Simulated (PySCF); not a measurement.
Cl₄SW, singlet, at a GFN2-xTB geometry (such geometries of metal compounds can be far from the true shape) (core potentials on W); DF-PBE/def2-SVP (PySCF).

PySCF was given this input:
```python
from pyscf import gto, scf, dft

mol = gto.Mole()
mol.atom = '''
    W     0.05136557   -0.02213398    0.05443562
    S     1.49823173   -0.64560426    1.58777894
    Cl   -1.46040727    0.62930529   -1.54769376
    Cl    0.27309176    2.15259903    0.49173666
    Cl    1.19778788   -0.92365033   -1.63163749
    Cl   -1.64416414   -1.15427854    0.95625937
'''
mol.basis = 'def2-svp'
mol.ecp = {'W': 'def2-svp'}
mol.verbose = 4
mol.build()

mf = dft.RKS(mol)
mf.xc = 'pbe'
mf.diis = False
mf.max_cycle = 100
mf = mf.density_fit(auxbasis='def2-universal-jkfit')
mf.kernel()
```

It wrote (shortened):

```
PySCF version 2.14.0

[INPUT] verbose = 4
[INPUT] num. atoms = 6
[INPUT] num. electrons = 98
[INPUT] charge = 0
[INPUT] spin (= nelec alpha-beta = 2S) = 0
[INPUT] symmetry False subgroup None
[INPUT] Mole.unit = angstrom
[INPUT] Symbol           X                Y                Z      unit          X                Y                Z       unit  Magmom
[...]
nuclear repulsion = 711.423414671496
number of shells = 52
number of NR pGTOs = 237
number of NR cGTOs = 122
basis = def2-svp
ecp = {'W': 'def2-svp'}

******** <class 'pyscf.df.df_jk.DFRKS'> ********
method = DFRKS
initial guess = minao
damping factor = 0
level_shift factor = 0
DIIS disabled
SCF conv_tol = 1e-09
SCF conv_tol_grad = None
SCF max_cycles = 100
direct_scf = False
XC library pyscf.dft.libxc version 7.1.2
    S. Lehtola, C. Steigemann, M. J. T. Oliveira, and M. A. L. Marques,  SoftwareX 7, 1–5 (2018)
XC functionals = pbe
    J. P. Perdew, K. Burke, and M. Ernzerhof,  Phys. Rev. Lett. 77, 3865 (1996)
    J. P. Perdew, K. Burke, and M. Ernzerhof,  Phys. Rev. Lett. 78, 1396 (1997)
    J. P. Perdew, K. Burke, and M. Ernzerhof,  Phys. Rev. Lett. 77, 3865 (1996)
    J. P. Perdew, K. Burke, and M. Ernzerhof,  Phys. Rev. Lett. 78, 1396 (1997)
radial grids:
    Treutler-Ahlrichs [JCP 102, 346 (1995); DOI:10.1063/1.469408] (M4) radial grids

becke partition: Becke, JCP 88, 2547 (1988); DOI:10.1063/1.454033
pruning grids: <function nwchem_prune>
grids dens level: 3
symmetrized grids: False
atomic radii adjust function: <function treutler_atomic_radii_adjust>
small_rho_cutoff = 0
Set gradient conv threshold to 3.16228e-05
Initial guess from minao.
tot grids = 118712
init E= -2292.62915150543
[...]
cycle= 1 E= -2304.61446553518  delta_E=  -12  |g|= 0.636  |ddm|= 7.61
[...]
cycle= 2 E= -2302.54424534307  delta_E= 2.07  |g|= 2.83  |ddm|= 3.09
[...]
cycle= 3 E= -2298.95445739934  delta_E= 3.59  |g|= 4.16  |ddm|= 6.59

WARN: HOMO -0.488924103372795 == LUMO -0.488921167792593

cycle= 4 E= -2274.3500589429  delta_E= 24.6  |g|=   10  |ddm|= 17.3
[...]
cycle= 5 E= -2208.76154161197  delta_E= 65.6  |g|= 8.73  |ddm|= 43.2
[...]
cycle= 6 E= -2115.49171221822  delta_E= 93.3  |g|= 12.6  |ddm|= 69.6
[...]
cycle= 7 E= -2169.50298974135  delta_E=  -54  |g|= 6.83  |ddm|= 77.9
[...]
cycle= 8 E= -2076.56702924639  delta_E= 92.9  |g|= 11.6  |ddm|= 79.2
[...]
cycle= 9 E= -2138.93366365099  delta_E= -62.4  |g|= 7.43  |ddm|=  114
[...]
cycle= 10 E= -2040.4372239977  delta_E= 98.5  |g|= 12.9  |ddm|=  109
[...]
cycle= 11 E= -1838.98922428635  delta_E=  201  |g|= 12.8  |ddm|= 83.3
[...]
cycle= 12 E= -1695.02731151018  delta_E=  144  |g|= 12.2  |ddm|= 96.3
[...]
cycle= 13 E= -1761.80254653199  delta_E= -66.8  |g|= 9.94  |ddm|= 82.2
[...]
cycle= 14 E= -1635.10372161173  delta_E=  127  |g|= 10.9  |ddm|= 88.5
[...]
cycle= 15 E= -1762.11780975968  delta_E= -127  |g|= 9.72  |ddm|= 88.8
[...]
cycle= 16 E= -1635.01059457168  delta_E=  127  |g|= 10.8  |ddm|=   89
[...]
cycle= 17 E= -1762.19031154894  delta_E= -127  |g|= 9.73  |ddm|=   89
[...]
cycle= 18 E= -1635.00017743167  delta_E=  127  |g|= 10.8  |ddm|=   89
[...]
cycle= 19 E= -1762.19838303705  delta_E= -127  |g|= 9.73  |ddm|=   89
[...]
cycle= 20 E= -1634.99896069676  delta_E=  127  |g|= 10.8  |ddm|=   89
[...]
cycle= 21 E= -1762.19931818714  delta_E= -127  |g|= 9.73  |ddm|=   89
[...]
cycle= 22 E= -1634.99881782281  delta_E=  127  |g|= 10.8  |ddm|=   89
[...]
cycle= 23 E= -1762.19942773894  delta_E= -127  |g|= 9.73  |ddm|=   89
[...]
cycle= 24 E= -1634.99880102659  delta_E=  127  |g|= 10.8  |ddm|=   89
[...]
cycle= 25 E= -1762.19944060983  delta_E= -127  |g|= 9.73  |ddm|=   89
[...]
cycle= 26 E= -1634.99879905146  delta_E=  127  |g|= 10.8  |ddm|=   89
[...]
cycle= 27 E= -1762.19944212312  delta_E= -127  |g|= 9.73  |ddm|=   89
[...]
cycle= 28 E= -1634.99879881919  delta_E=  127  |g|= 10.8  |ddm|=   89
[...]
cycle= 29 E= -1762.19944230107  delta_E= -127  |g|= 9.73  |ddm|=   89
[...]
cycle= 30 E= -1634.99879879188  delta_E=  127  |g|= 10.8  |ddm|=   89
[...]
cycle= 31 E= -1762.199442322  delta_E= -127  |g|= 9.73  |ddm|=   89
[...]
cycle= 32 E= -1634.99879878865  delta_E=  127  |g|= 10.8  |ddm|=   89
[...]
cycle= 33 E= -1762.19944232447  delta_E= -127  |g|= 9.73  |ddm|=   89
[...]
cycle= 34 E= -1634.99879878828  delta_E=  127  |g|= 10.8  |ddm|=   89
[...]
cycle= 35 E= -1762.19944232475  delta_E= -127  |g|= 9.73  |ddm|=   89
[...]
cycle= 36 E= -1634.99879878823  delta_E=  127  |g|= 10.8  |ddm|=   89
[...]
cycle= 37 E= -1762.19944232479  delta_E= -127  |g|= 9.73  |ddm|=   89
[...]
cycle= 38 E= -1634.99879878823  delta_E=  127  |g|= 10.8  |ddm|=   89
[...]
cycle= 39 E= -1762.1994423248  delta_E= -127  |g|= 9.73  |ddm|=   89
[...]
cycle= 40 E= -1634.99879878823  delta_E=  127  |g|= 10.8  |ddm|=   89
[...]
cycle= 41 E= -1762.19944232479  delta_E= -127  |g|= 9.73  |ddm|=   89
[...]
cycle= 42 E= -1634.99879878823  delta_E=  127  |g|= 10.8  |ddm|=   89
[...]
cycle= 43 E= -1762.1994423248  delta_E= -127  |g|= 9.73  |ddm|=   89
[...]
cycle= 44 E= -1634.99879878823  delta_E=  127  |g|= 10.8  |ddm|=   89
[...]
cycle= 45 E= -1762.19944232479  delta_E= -127  |g|= 9.73  |ddm|=   89
[...]
cycle= 46 E= -1634.99879878823  delta_E=  127  |g|= 10.8  |ddm|=   89
[...]
cycle= 47 E= -1762.1994423248  delta_E= -127  |g|= 9.73  |ddm|=   89
[...]
cycle= 48 E= -1634.99879878823  delta_E=  127  |g|= 10.8  |ddm|=   89
[...]
cycle= 49 E= -1762.1994423248  delta_E= -127  |g|= 9.73  |ddm|=   89
[...]
cycle= 50 E= -1634.99879878823  delta_E=  127  |g|= 10.8  |ddm|=   89
[...]
cycle= 51 E= -1762.19944232479  delta_E= -127  |g|= 9.73  |ddm|=   89
[...]
cycle= 52 E= -1634.99879878823  delta_E=  127  |g|= 10.8  |ddm|=   89
[...]
cycle= 53 E= -1762.1994423248  delta_E= -127  |g|= 9.73  |ddm|=   89
[...]
cycle= 54 E= -1634.99879878823  delta_E=  127  |g|= 10.8  |ddm|=   89
[...]
cycle= 55 E= -1762.1994423248  delta_E= -127  |g|= 9.73  |ddm|=   89
[...]
cycle= 56 E= -1634.99879878824  delta_E=  127  |g|= 10.8  |ddm|=   89
[...]
cycle= 57 E= -1762.1994423248  delta_E= -127  |g|= 9.73  |ddm|=   89
[...]
cycle= 58 E= -1634.99879878823  delta_E=  127  |g|= 10.8  |ddm|=   89
[...]
cycle= 59 E= -1762.1994423248  delta_E= -127  |g|= 9.73  |ddm|=   89
[...]
cycle= 60 E= -1634.99879878823  delta_E=  127  |g|= 10.8  |ddm|=   89
[...]
cycle= 61 E= -1762.1994423248  delta_E= -127  |g|= 9.73  |ddm|=   89
[...]
cycle= 62 E= -1634.99879878823  delta_E=  127  |g|= 10.8  |ddm|=   89
[...]
cycle= 63 E= -1762.1994423248  delta_E= -127  |g|= 9.73  |ddm|=   89
[...]
cycle= 64 E= -1634.99879878823  delta_E=  127  |g|= 10.8  |ddm|=   89
[...]
cycle= 65 E= -1762.19944232479  delta_E= -127  |g|= 9.73  |ddm|=   89
[...]
cycle= 66 E= -1634.99879878823  delta_E=  127  |g|= 10.8  |ddm|=   89
[...]
cycle= 67 E= -1762.1994423248  delta_E= -127  |g|= 9.73  |ddm|=   89
[...]
cycle= 68 E= -1634.99879878823  delta_E=  127  |g|= 10.8  |ddm|=   89
[...]
cycle= 69 E= -1762.1994423248  delta_E= -127  |g|= 9.73  |ddm|=   89
[...]
cycle= 70 E= -1634.99879878823  delta_E=  127  |g|= 10.8  |ddm|=   89
[...]
cycle= 71 E= -1762.19944232479  delta_E= -127  |g|= 9.73  |ddm|=   89
[...]
cycle= 72 E= -1634.99879878823  delta_E=  127  |g|= 10.8  |ddm|=   89
[...]
cycle= 73 E= -1762.1994423248  delta_E= -127  |g|= 9.73  |ddm|=   89
[...]
cycle= 74 E= -1634.99879878823  delta_E=  127  |g|= 10.8  |ddm|=   89
[...]
cycle= 75 E= -1762.1994423248  delta_E= -127  |g|= 9.73  |ddm|=   89
[...]
cycle= 76 E= -1634.99879878823  delta_E=  127  |g|= 10.8  |ddm|=   89
[...]
cycle= 77 E= -1762.1994423248  delta_E= -127  |g|= 9.73  |ddm|=   89
[...]
cycle= 78 E= -1634.99879878823  delta_E=  127  |g|= 10.8  |ddm|=   89
[...]
cycle= 79 E= -1762.1994423248  delta_E= -127  |g|= 9.73  |ddm|=   89
[...]
cycle= 80 E= -1634.99879878823  delta_E=  127  |g|= 10.8  |ddm|=   89
[...]
cycle= 81 E= -1762.1994423248  delta_E= -127  |g|= 9.73  |ddm|=   89
[...]
cycle= 82 E= -1634.99879878824  delta_E=  127  |g|= 10.8  |ddm|=   89
[...]
cycle= 83 E= -1762.1994423248  delta_E= -127  |g|= 9.73  |ddm|=   89
[...]
cycle= 84 E= -1634.99879878823  delta_E=  127  |g|= 10.8  |ddm|=   89
[...]
cycle= 85 E= -1762.1994423248  delta_E= -127  |g|= 9.73  |ddm|=   89
[...]
cycle= 86 E= -1634.99879878823  delta_E=  127  |g|= 10.8  |ddm|=   89
[...]
cycle= 87 E= -1762.1994423248  delta_E= -127  |g|= 9.73  |ddm|=   89
[...]
cycle= 88 E= -1634.99879878823  delta_E=  127  |g|= 10.8  |ddm|=   89
[...]
cycle= 89 E= -1762.1994423248  delta_E= -127  |g|= 9.73  |ddm|=   89
[...]
cycle= 90 E= -1634.99879878823  delta_E=  127  |g|= 10.8  |ddm|=   89
[...]
cycle= 91 E= -1762.19944232479  delta_E= -127  |g|= 9.73  |ddm|=   89
[...]
cycle= 92 E= -1634.99879878823  delta_E=  127  |g|= 10.8  |ddm|=   89
[...]
cycle= 93 E= -1762.19944232479  delta_E= -127  |g|= 9.73  |ddm|=   89
[...]
cycle= 94 E= -1634.99879878824  delta_E=  127  |g|= 10.8  |ddm|=   89
[...]
cycle= 95 E= -1762.19944232479  delta_E= -127  |g|= 9.73  |ddm|=   89
[...]
cycle= 96 E= -1634.99879878823  delta_E=  127  |g|= 10.8  |ddm|=   89
[...]
cycle= 97 E= -1762.19944232479  delta_E= -127  |g|= 9.73  |ddm|=   89
[...]
cycle= 98 E= -1634.99879878823  delta_E=  127  |g|= 10.8  |ddm|=   89
[...]
cycle= 99 E= -1762.19944232479  delta_E= -127  |g|= 9.73  |ddm|=   89
[...]
cycle= 100 E= -1634.99879878823  delta_E=  127  |g|= 10.8  |ddm|=   89
SCF not converged.
SCF energy = -1634.99879878823
```

The run did not converge; its last values are not results.
